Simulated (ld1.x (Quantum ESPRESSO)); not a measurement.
## Before and after: TM potential for tantalum

* Element: tantalum
* Generator: ld1.x (Quantum ESPRESSO) 7.5
* Type: norm-conserving Troullier–Martins (Kleinman–Bylander form)
* Functional: LDA (PZ)
* Relativity: scalar-relativistic
* Frozen core: [Kr] 4d10 4f14
* Valence charge: 13
* Reference configuration: 5s2 5p6 5d3 6s2 6p0
* Partial waves: 5s (bound): rc 1.75 bohr; 5d (bound): rc 2.75 bohr; 5p (bound): rc 2.10 bohr
* Local potential: the p channel
* Core correction: none

Occupied shells without a wave of their own: 6s. They enter only through the test configuration that unscreens the potential.

Change: wave 5d (bound): rc 2.75 bohr becomes 5d (bound): rc 3.38 bohr.

Cutoffs: the cutoffs (Ry, on a coarse ladder) from which the occupation-weighted sum of valence levels, in a spherical-Bessel basis at the reference potential, stays within 10 and 1 mRy of its value at 400 Ry; they do not see the model core or the augmentation charge, which bear on the density cutoff. Errors are all-electron minus pseudo energies relative to the spin-unpolarised reference configuration.

Question: How do hardness, ghosts and transferability respond?

Answer: The potential gets neither clearly harder nor softer (50 Ry and 70 Ry → 50 Ry and 70 Ry); of the 9 tests that both files solve, the error grows in 3 and shrinks in 1 by more than 15 % and 0.3 meV (median size 110.3 → 132.4 meV); neither file shows a bound ghost.

| quantity | base | changed |
| --- | --- | --- |
| cutoff, loose | 50 Ry | 50 Ry |
| cutoff, tight | 70 Ry | 70 Ry |
| bound ghosts | none | none |
| largest miss of a reference level, eV | 0.07 | 0.07 |
| error for 5s2 5p6 5d3 6s1 6p0, meV [ΔE 8.70 eV] | -87 | -88 |
| error for 5s2 5p6 5d3 6s0 6p0, meV [ΔE 24.01 eV] | -200 | -211 |
| error for 5s2 5p6 5d2 6s0 6p0, meV [ΔE 47.94 eV] | -248 | -245 |
| error for 5s2 5p6 5d4 6s0 6p0, meV [ΔE 10.17 eV] | -156 | -127 |
| error for 5s2 5p5 5d3 6s2 6p0, meV [ΔE 45.19 eV] | -191 | -284 |
| error for 5s2 5p6 5d3.5 6s1.5 6p0, meV [ΔE 0.98 eV] | -36 | -32 |
| error for 5s2 5p6 5d3 6s1 6p1, meV [ΔE 4.26 eV] | +82 | +81 |
| error for 5s2 5p6 5d3 6s2 6p0 (spin-polarised), meV [ΔE -1.05 eV] | +110 | +152 |
| error for 5s2 5p6 5d3 6s1 6p0 (spin-polarised), meV [ΔE 6.73 eV] | +70 | +132 |

Base: The 6s level has no wave, so the channel is fitted at the deeper level alone: the likely source of the large errors. Changed file: The 6s level has no wave, so the channel is fitted at the deeper level alone: the likely source of the large errors.
